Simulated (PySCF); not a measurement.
# Excited states of Ti⁴⁺ (titanium, charge +4)

Ground state [Ar], ¹S. All numbers are calculated (PySCF 2.14, no relativity, point nucleus, in aug-cc-pVDZ with one added diffuse shell each of s, p, d type (8s7p5d2f, 68 functions)). Vertical excitation energies in eV without spin-orbit coupling; excited terms of each kind are numbered among those the solver found. Frozen: [Ne].

| term | leading excitation | EOM-EE-CCSD |
| --- | --- | --- |
| 1 3P° | 3p → d | 34.237 |
| 1 3F° | 3p → d | 35.963 |
| 1 1D° | 3p → d | 38.368 |
| 1 3D° | 3p → d | 38.509 |
| 1 1F° | 3p → d | 38.786 |
| 1 1P° | 3p → d | 50.194 |
| 1 3S | 3p → p | 64.640 |
| 1 3D | 3p → p | 65.298 |
| 1 1D | 3p → p | 65.465 |
| 1 1P | 3p → p | 65.677 |
| 1 3P | 3p → p | 65.699 |
| 1 1S | 3p → p | 66.279 |

The solver can miss terms.
